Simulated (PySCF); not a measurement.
TaF2, SMILES [Ta]([F])[F] (connectivity only; charge and spin as stated), neutral, multiplicity 4.

Coordinates come from a B3LYP-D3(BJ)/def2-TZVP optimisation. The spin state was assumed, not searched. The def2 effective core potentials stand for the cores of Ta; spin–orbit coupling is left out.

Two levels are set side by side: PBE/def2-TZVPD (PySCF) and M06-2X/def2-TZVPD (PySCF). Same geometry, gas phase. Differences are taken from unrounded values.

```tsv
quantity	M06-2X	PBE	PBE minus M06-2X
α-spin orbital gap (eV)	7.20	1.92	-5.28
β-spin orbital gap (eV)	6.73	6.27	-0.46
mean polarisability (bohr³)	48.2	51.6	3.4
```

PBE's more diffuse valence density responds more strongly to a field. Differences between two approximate levels are no errors against the true value.

Rough cost on one machine, each run with all the roots and properties that it gave: M06-2X against PBE within a factor of 2.
